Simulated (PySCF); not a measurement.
# Basis set benchmark on one molecule

Molecule: SMILES O=S(=O)(Cl)C(F)(F)F, CClF3O2S.

Structure with atom numbers: `[O:1]=[S:2](=[O:3])([Cl:4])[C:5]([F:6])([F:7])[F:8]`.

Geometry PBE0-D3(BJ)/def2-SVP throughout; GIAO in PySCF 2.14.0 with density-fitted response routines, gas phase, one conformer, non-relativistic; equivalent atoms averaged; functional PBE0.

Reference values (measured; G. Saielli, R. Bini, A. Bagno, Computational 19F NMR. 2. Organic compounds, RSC Adv. 2014, ESI (exp. from Berger-Braun-Kalinowski 1994 and Everett 1995)): δ(F6/F7/F8) = -75.5 ppm vs CFCl3. Computed shifts are taken against CFCl3, calculated as an isolated molecule at each level.

How do the basis sets cc-pVDZ, def2-SVP, aug-cc-pVDZ, cc-pVTZ, def2-TZVP, IGLO-III perform against the reference? Times are CPU seconds on 1 thread of an Arm Neoverse V2, shared host.

Results:


```
  basis set  functions  F6/F7/F8  abs. error F  core-s
    cc-pVDZ        120     -80.0           4.5      11
   def2-SVP        120     -68.8           6.7     9.7
aug-cc-pVDZ        192     -79.6           4.1      20
    cc-pVTZ        248     -81.2           5.7      30
  def2-TZVP        260     -81.7           6.2      31
   IGLO-III        298     -83.8           8.3      37
```

For ¹⁹F the closest is aug-cc-pVDZ (4.1 ppm) and the furthest IGLO-III (8.3 ppm). Where a smaller basis beats a larger one, errors probably cancel. One molecule is a small sample, and vibrational and solvent effects are absent from the calculation.

A small basis that lands close on one nucleus may do so by chance; judge by the trend and by all nuclei.
